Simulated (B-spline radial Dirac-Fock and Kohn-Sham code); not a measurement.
Calculated with an atomic code on a B-spline grid, using Dirac-Fock energy differences between relaxed states, corrected for Breit and QED terms. No correlation.

Q: An atom or ion in its tabulated ground configuration has these computed binding energies (the last is its least bound level). Which is it?

```
level  binding energy (eV)
2p1/2                199.8
2p3/2                199.0
   3s                64.57
```

A: P⁴⁺: Z = 15 with 11 electrons, [Ne] 3s1.

Q: Identify the element and charge state from the binding energies below (tabulated ground configuration; the least bound level is included).

```tsv
level	binding energy (eV)
2s	16010.3
2p1/2	15442.0
2p3/2	13914.5
3s	5823.7
3p1/2	5581.0
3p3/2	5215.4
3d	4810.3
```

A: Os⁵¹⁺: Z = 76 with 25 electrons, [Ar] 3d7.

Q: Identify the element and charge state from the binding energies below (tabulated ground configuration; the least bound level is included).

```
level  binding energy (eV)
    K              59699.6
   L3               8958.3
   M1               2620.7
   M2               2400.5
   M3               2192.8
   N4                485.2
 N6,7                294.5
```

A: Tm¹⁴⁺: Z = 69 with 55 electrons, [Kr] 4d10 4f9. The hydrogen-like estimate √(E/Ry) = 66.2 for the K level lies 2.8 below Z (screening lowers it, relativity raises it); the outermost level, at 294.5 eV, fixes the charge.

Q: Identify the element and charge state from the binding energies below (tabulated ground configuration; the least bound level is included).

| level | binding energy (eV) |
| --- | --- |
| K | 29663.9 |
| L1 | 5909.0 |
| L2 | 5617.9 |
| M1 | 2196.5 |
| M2,3 | 2053.2 |

A: In³²⁺: Z = 49 with 17 electrons, [Ne] 3s2 3p5. The hydrogen-like estimate √(E/Ry) = 46.7 for the K level lies 2.3 below Z (screening lowers it, relativity raises it); the outermost level, at 2053.2 eV, fixes the charge.
